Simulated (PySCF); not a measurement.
# Ge¹⁷⁺ (germanium, charge +17) across methods

[Ne] 3s2 3p3, high-spin 4S determinant. All numbers are calculated (PySCF 2.14, no relativity, point nucleus, in an uncontracted even-tempered set (17 s from 1.5 bohr⁻², ratio 2.5; 11 p from 2 bohr⁻², ratio 2.5; 5 d from 9.5 bohr⁻², ratio 2.7; 4 f from 14 bohr⁻², ratio 2.7)).

| method | E (hartree) | mean ε 3s α (eV) | mean ε 3s β (eV) | mean ε 3p α (eV) | Σ⟨r²⟩ (bohr²) | ⟨S²⟩ |
| --- | --- | --- | --- | --- | --- | --- |
| PBE0 | -1922.602 | -693.38 | -676.70 | -643.03 | 1.996 | 3.750 |
| UHF | -1922.20550 | -716.80 | -686.69 | -658.18 | 1.999 | 3.750 |
| r2SCAN | -1922.809 | -689.46 | -672.80 | -639.59 | 1.997 | 3.750 |
| PBEsol | -1921.080 | -684.59 | -672.23 | -637.21 | 1.996 | 3.750 |
| MN15 | -1923.298 | -686.21 | -677.84 | -643.63 | 1.988 | 3.750 |
| LDA | -1919.518 | -683.84 | -672.68 | -636.99 | 1.997 | 3.750 |
| PBE | -1922.527 | -685.14 | -672.62 | -637.55 | 1.995 | 3.750 |

Spin-orbit coupling is strong in this species (close to jj coupling), so the high-spin LS determinant is a model state, not a physical level.
